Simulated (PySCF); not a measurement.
# Telling isomers of C$_{5}$H$_{10}$N$_{2}$ apart by NMR

[PySCF 2.14: shielding tensors at PBE0/pcSseg-1 (GIAO); GFN2-xTB structure; one conformer; gas phase; equivalent nuclei averaged; non-relativistic]

Chemical shifts δ = σref − σ; ¹H and ¹³C vs TMS, all at this level. Where no couplings were computed, multiplicities follow the n + 1 count of equivalent neighbours, and m marks all less simple cases (inequivalent or close neighbours, rings, F or P nearby). Shifts are as computed. Against solution values, carbons near 30 ppm lie about +3 ppm off and those near 130 ppm about +5 ppm. Of 1211 compounds with measured shifts, 218 miss one by over three times the rms of a fit or turn the order of signals round; such compounds aren't used in these exercises. OH and NH positions are gas-phase values without hydrogen bonding to other molecules.

(1) Tabulate the signals of `C=C/C=N/NCC`, `NCC1=CCNC1` and their relative energies.

(2) What is the quickest way to tell C=C/C=N/NCC from NCC1=CCNC1?

Results:

(1) 
```tsv
SMILES	carbon types	δC	δH	E rel. (kcal/mol)
C=C/C=N/NCC	2×CH 2×CH2 1×CH3	145.0, 136.3, 118.8, 49.5, 18.8	7.17 (d, 1H), 6.71 (m, 1H), 5.34 (m, 1H), 5.29 (m, 1H), 4.79 (br s, 1H), 3.44 (q, 2H), 1.05 (t, 3H)	17.0
NCC1=CCNC1	1×C 1×CH 3×CH2	160.6, 127.5, 60.0, 59.6, 46.9	5.66 (t, 1H), 3.88 (m, 2H), 3.62 (s, 2H), 3.40 (s, 2H), 0.96 (br s, 1H), 0.84 (br s, 2H)	0.0
```

Energies are electronic energies at PBE0/pcSseg-1 on these geometries, without zero-point or thermal terms, each for the one conformer computed, which needn't be the lowest.

(2) Both give the same number of carbon signals, but DEPT or the intensities differ. The first has a methyl carbon (CH3) at 18.8 ppm, the second a fully substituted alkene carbon (C) at 160.6 ppm. Their most deshielded carbons lie at 145.0 and 160.6 ppm. In the proton spectra the most deshielded non-exchanging signals are 7.17 (d, 1H) and 5.66 (t, 1H).
